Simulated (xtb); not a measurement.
Cl₂Zr, SMILES [Cl][Zr][Cl], multiplicity 1. All values are semi-empirical tight-binding results from xtb (GFN2-xTB unless named), good for trends rather than for accurate numbers. Geometry: GFN2-xTB. The spin state was assumed, not searched.

For metal compounds this method's bond lengths and energies can be far off.

* **point group as xtb finds it**: C2v
* **orbital gap**: 0.63 eV
* **zero-point energy**: 1.2 kcal/mol
* **G − E(el) at 298.15 K (modified RRHO)**: -16.9 kcal/mol
